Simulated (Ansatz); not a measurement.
**Worked example: GeH3Br + C2H7AlS → GeH3(SH) + C2H6AlBr**

Species: GeH3Br `[GeH3][Br]`, singlet; C2H7AlS `C[CH2][AlH][SH]`, singlet; GeH3(SH), singlet; C2H6AlBr `C[CH2][AlH][Br]`, singlet. The partners trade Br for SH: Ge–Br and Al–SH bonds give way to Ge–SH and Al–Br.

Shapes, held fixed at every level: PBE0-D4/def2-TZVP. Flexible molecules stand in one conformer, not always the lowest. Programs: Ansatz 0.2.0. The zero-point and thermal change to 298 K, harmonic and unscaled (PBE0-D4/def2-TZVP), is -0.1 kJ/mol.

At CCSD(T)/def2-TZVPP; 1 Eh = 2625.50 kJ/mol:

| species | energy (Eh) |
| --- | --- |
| GeH3Br | -4650.143558 |
| C2H7AlS | -720.049563 |
| GeH3(SH) | -2475.752636 |
| C2H6AlBr | -2894.445642 |

Task: Work out ΔH(298 K) of the reaction at this level.

Result: 
1. Products less reactants: (-2475.752636) + (-2894.445642) − [(-4650.143558) + (-720.049563)] = -0.005157 Eh = -13.5 kJ/mol.
2. With the thermal change: -13.5 + (-0.1) = -13.6 kJ/mol.

Other levels give -16.3 (HF/def2-SVP) to -12.3 kJ/mol (r2SCAN-D4/def2-TZVPP). No measured value is set beside it here. Relativity is left out for Br, Ge unless named. Correlated rows may include outer-core shells of Br, Ge, which these sets cover unevenly.
